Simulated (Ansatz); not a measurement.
Ansatz (an electronic-structure program) input file for VOF₂, SMILES [O]=[V]([F])[F] (connectivity only; charge and spin as stated), neutral, multiplicity 2, PBE/def2-SVPD. Geometry: B3LYP-D3(BJ)/def2-SVP. A frequency run showed that this geometry is not a minimum. The multiplicity is an assumed one; other spin states were not compared.

Ansatz 0.2 input:
```yaml
crystal:
  periodic: [false, false, false]
  atoms:
    - {symbol: V, position_ang: [0.00000000, -0.00000000, 0.04022610]}
    - {symbol: O, position_ang: [0.00000000, 0.00000001, 1.59903346]}
    - {symbol: F, position_ang: [0.00000000, 1.54411923, -0.76208157]}
    - {symbol: F, position_ang: [0.00000000, -1.54411923, -0.76208155]}
basis:
  gaussian:
    orbitals: def2-SVPD
hamiltonian:
  xc: {name: PBE}
magnetization: {spin_polarized: true, initial_magnetization: 1}
```

Output:

```
WARN ansatz: RAYON_NUM_THREADS=1 ignored (pool sized by the plan → 1); use --threads N
Functional definition: PBE
integrals: 0.04 GiB planned
956 factors; their error is unknown
mean field: 0.35 GiB planned
mean field evaluation 1: about -33138.4172 eV, gradient 6.2e1 eV
mean field evaluation 2: about -32744.1411 eV, gradient 3.0e2 eV
mean field evaluation 4: about -33147.4379 eV, gradient 3.5e1 eV
mean field evaluation 8: about -33151.4483 eV, gradient 1.9e-1 eV
mean field evaluation 16: about -33151.4184 eV, gradient 1.7e-3 eV
mean field evaluation 32: about -33151.0275 eV, gradient 2.8e-2 eV
mean field evaluation 64: about -33151.2204 eV, gradient 5.8e0 eV
mean field -33151.41840217 eV, -1218.2921554412 hartree, gradient 1.2e-5 eV, S^2 0.756600; 7 other end points of the search recorded, 0 dependent functions left out
reference -33151.41844700 eV, -1218.2921570886 hartree; 25, 24 occupied and 78, 79 virtual orbitals, 956 factors
Total energy: -33151.41844700 eV, -1218.2921570886 hartree
```

Self-consistency was reached.

Cost: about 11 core-seconds (a rough figure).
